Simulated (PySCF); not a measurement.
Precursor series Mo Cl-NH2. Isolated molecules, 0 K electronic values unless said otherwise. One relaxed conformer stands for each flexible species; it need not be the lowest. In the def2 sets, heavy atoms carry core potentials. All members: neutral, multiplicity 1. Level: TPSSh-D3(BJ)/def2-TZVP // TPSS-D3(BJ)/def2-SVP (PySCF), beside PBE-D3(BJ)/def2-TZVP // TPSS-D3(BJ)/def2-SVP (PySCF) at the same geometries. 

```csv
species,"HOMO–LUMO gap, PBE (eV)","HOMO–LUMO gap, TPSSh-D3(BJ) (eV)"
[Mo(Cl)5(NH2)],1.17,1.95
[Mo(Cl)4(NH2)2],1.45,2.26
[Mo(Cl)6],1.55,2.27
[Mo(Cl)2(NH2)4],1.76,2.56
[Mo(Cl)3(NH2)3],2.16,2.96
[Mo(NH2)6],2.46,withheld
```

### Question
Fit y = a + b·x, y being the HOMO–LUMO gap at the first level, to the 5 complete rows by least squares, with x = the PBE value in eV. Give a, b and the rms residual, and predict the withheld value.

### Answer
Means of the 5 rows: x̄ = 1.618, ȳ = 2.4 eV. Σ(x − x̄)² = 0.54748 and Σ(x − x̄)(y − ȳ) = 0.5602, so b = 1.023 and a = ȳ − b·x̄ = 0.745 eV. The rms residual is 0.032 eV. At x = 2.46 the line gives 3.26 eV, outside the range of the fitted rows. The run for [Mo(NH2)6] gave 3.26 eV, so the line is off by 0.00 eV, within twice the rms residual.

Codes: PySCF.
